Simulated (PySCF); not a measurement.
## Correlation energy of Xe⁺ (xenon, charge +1)

[Kr] 4d10 5s2 5p4 6s1, 6s spin antiparallel (an excited configuration). All numbers are calculated (PySCF 2.14, the spin-free X2C one-electron Hamiltonian (Gaussian nucleus), in aug-cc-pwCVTZ-DK3 with one added diffuse shell each of s, p, d, f type (11s10p8d5f1g, 125 functions)). Frozen: [Kr] 4d10; 7 electrons correlated.

MP2 pair energies summed by pair of shells (mhartree):

```csv
pair,energy,share (%)
5s-5p,-44.08,39.3
5p-5p,-43.71,38.9
5p-6s,-14.03,12.5
5s-5s,-7.40,6.6
5s-6s,-3.06,2.7
```

Total MP2 correlation energy: -112.29 mhartree.

Same-spin part -25.52 and opposite-spin part -86.77 mhartree; SCS-MP2 scales them by 1/3 and 6/5 to -112.63 mhartree.
